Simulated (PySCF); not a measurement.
Correlation energy of Ni (nickel, neutral)

[Ar] 3d10, closed-shell 1S (an excited configuration). Computed with PySCF 2.14 in aug-cc-pVTZ-DK (8s7p5d3f2g, 93 functions), with scalar relativity by spin-free X2C-1e. Frozen: [Ar]; 10 electrons correlated.

```tsv
level	correlation energy (mhartree)
CCSD	-458.76
(T)	-34.89
CCSD(T)	-493.65
```

Diagnostics: T1 = 0.034, D1 = 0.0475, largest double amplitude 0.024.

T1 exceeds 0.03, a sign that the reference determinant is poor.

Cost of the coupled-cluster step: roughly 5 core-seconds, for 10 correlated electrons.

Iterations:

```
CC2 = 0
CCSD nocc = 5, nmo = 84
frozen orbitals [0, 1, 2, 3, 4, 5, 6, 7, 8]
max_cycle = 100
direct = 0
conv_tol = 1e-08
conv_tol_normt = 1e-06
diis_space = 8
diis_start_cycle = 0
Init t2, MP2 energy = -1519.44592934713  E_corr(MP2) -0.578464756820482
Init E_corr(CCSD) = -0.578464756822715
cycle = 1  E_corr(CCSD) = -0.38713071706967  dE = 0.19133404  norm(t1,t2) = 0.216685
cycle = 2  E_corr(CCSD) = -0.512720377222122  dE = -0.12558966  norm(t1,t2) = 0.268207
cycle = 3  E_corr(CCSD) = -0.468781483787846  dE = 0.0439388934  norm(t1,t2) = 0.331256
cycle = 4  E_corr(CCSD) = -0.4609870263822  dE = 0.00779445741  norm(t1,t2) = 0.0422911
cycle = 5  E_corr(CCSD) = -0.458186702295848  dE = 0.00280032409  norm(t1,t2) = 0.0158726
cycle = 6  E_corr(CCSD) = -0.458063349055666  dE = 0.00012335324  norm(t1,t2) = 0.00361268
cycle = 7  E_corr(CCSD) = -0.458843026235916  dE = -0.00077967718  norm(t1,t2) = 0.00246384
cycle = 8  E_corr(CCSD) = -0.458742760961179  dE = 0.000100265275  norm(t1,t2) = 0.00215161
cycle = 9  E_corr(CCSD) = -0.458762789966454  dE = -2.00290053e-05  norm(t1,t2) = 0.000369783
cycle = 10  E_corr(CCSD) = -0.45875863852637  dE = 4.15144008e-06  norm(t1,t2) = 0.000128409
cycle = 11  E_corr(CCSD) = -0.458762679051049  dE = -4.04052468e-06  norm(t1,t2) = 6.95236e-05
cycle = 12  E_corr(CCSD) = -0.458763561686497  dE = -8.82635448e-07  norm(t1,t2) = 1.45517e-05
cycle = 13  E_corr(CCSD) = -0.45876374313786  dE = -1.81451363e-07  norm(t1,t2) = 4.61503e-06
cycle = 14  E_corr(CCSD) = -0.458763605081211  dE = 1.38056649e-07  norm(t1,t2) = 2.43079e-06
cycle = 15  E_corr(CCSD) = -0.458763516144078  dE = 8.89371326e-08  norm(t1,t2) = 5.86522e-07
cycle = 16  E_corr(CCSD) = -0.458763537628184  dE = -2.14841054e-08  norm(t1,t2) = 4.05548e-07
cycle = 17  E_corr(CCSD) = -0.458763552104866  dE = -1.44766818e-08  norm(t1,t2) = 1.7838e-07
cycle = 18  E_corr(CCSD) = -0.458763549862292  dE = 2.24257324e-09  norm(t1,t2) = 8.26746e-08
CCSD converged
E(CCSD) = -1519.326228140173  E_corr = -0.4587635498622923
CCSD(T) correction = -0.0348852687556214
```
